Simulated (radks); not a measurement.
Results of a calculation; reference values are marked as such.
The nuclear charge of the molybdenum ion Mo+ is varied continuously with 41 electrons held in [Kr] 4d5. Level of theory: scalar-relativistic Kohn-Sham, PBE, spin-polarised, spherical densities, finite nucleus; open shells are filled with parallel spins first (spin-orbit coupling, left out, can overturn this in heavy ions); Fermi nuclear charge, rms radius 4.4091 fm (a radial shooting solver on a logarithmic mesh with Libxc functionals). By the Hellmann-Feynman theorem dE/dZ = E(electron-nucleus)/Z, the electronic potential at the nucleus (averaged over a nucleus of fixed radius). The scalar-relativistic energy here is not variational (the density holds large components alone), so the two differ by a part that grows with Z.

Z = 41.5: E (hartree) -3933.09810; E(electron-nucleus)/Z (hartree) -228.314; HOMO 4d; e(HOMO) (eV) -6.430; <r> HOMO (bohr) 2.061
Z = 41.6: E (hartree) -3956.01851; E(electron-nucleus)/Z (hartree) -229.068; HOMO 4d; e(HOMO) (eV) -7.356; <r> HOMO (bohr) 2.017
Z = 41.7: E (hartree) -3979.01474; E(electron-nucleus)/Z (hartree) -229.822; HOMO 4d; e(HOMO) (eV) -8.319; <r> HOMO (bohr) 1.975
Z = 41.8: E (hartree) -4002.08677; E(electron-nucleus)/Z (hartree) -230.575; HOMO 4d; e(HOMO) (eV) -9.319; <r> HOMO (bohr) 1.936
Z = 41.9: E (hartree) -4025.23454; E(electron-nucleus)/Z (hartree) -231.327; HOMO 4d; e(HOMO) (eV) -10.355; <r> HOMO (bohr) 1.900
Z = 42: E (hartree) -4048.45803; E(electron-nucleus)/Z (hartree) -232.080; HOMO 4d; e(HOMO) (eV) -11.424; <r> HOMO (bohr) 1.866
Z = 42.1: E (hartree) -4071.75720; E(electron-nucleus)/Z (hartree) -232.832; HOMO 4d; e(HOMO) (eV) -12.527; <r> HOMO (bohr) 1.833
Z = 42.2: E (hartree) -4095.13204; E(electron-nucleus)/Z (hartree) -233.584; HOMO 4d; e(HOMO) (eV) -13.663; <r> HOMO (bohr) 1.803
Z = 42.3: E (hartree) -4118.58252; E(electron-nucleus)/Z (hartree) -234.336; HOMO 4d; e(HOMO) (eV) -14.830; <r> HOMO (bohr) 1.774
Z = 42.4: E (hartree) -4142.10863; E(electron-nucleus)/Z (hartree) -235.087; HOMO 4d; e(HOMO) (eV) -16.027; <r> HOMO (bohr) 1.746
Z = 42.5: E (hartree) -4165.71034; E(electron-nucleus)/Z (hartree) -235.839; HOMO 4d; e(HOMO) (eV) -17.254; <r> HOMO (bohr) 1.720
Z = 42.6: E (hartree) -4189.38766; E(electron-nucleus)/Z (hartree) -236.590; HOMO 4d; e(HOMO) (eV) -18.511; <r> HOMO (bohr) 1.695
Z = 42.7: E (hartree) -4213.14056; E(electron-nucleus)/Z (hartree) -237.341; HOMO 4d; e(HOMO) (eV) -19.796; <r> HOMO (bohr) 1.671
Z = 42.8: E (hartree) -4236.96905; E(electron-nucleus)/Z (hartree) -238.092; HOMO 4d; e(HOMO) (eV) -21.110; <r> HOMO (bohr) 1.648
Z = 42.9: E (hartree) -4260.87312; E(electron-nucleus)/Z (hartree) -238.843; HOMO 4d; e(HOMO) (eV) -22.451; <r> HOMO (bohr) 1.626
Z = 43: E (hartree) -4284.85277; E(electron-nucleus)/Z (hartree) -239.594; HOMO 4d; e(HOMO) (eV) -23.819; <r> HOMO (bohr) 1.604

The central difference of E at Z = 42 is -232.613 hartree, to compare with the third column; the second derivative is -7.57 hartree.
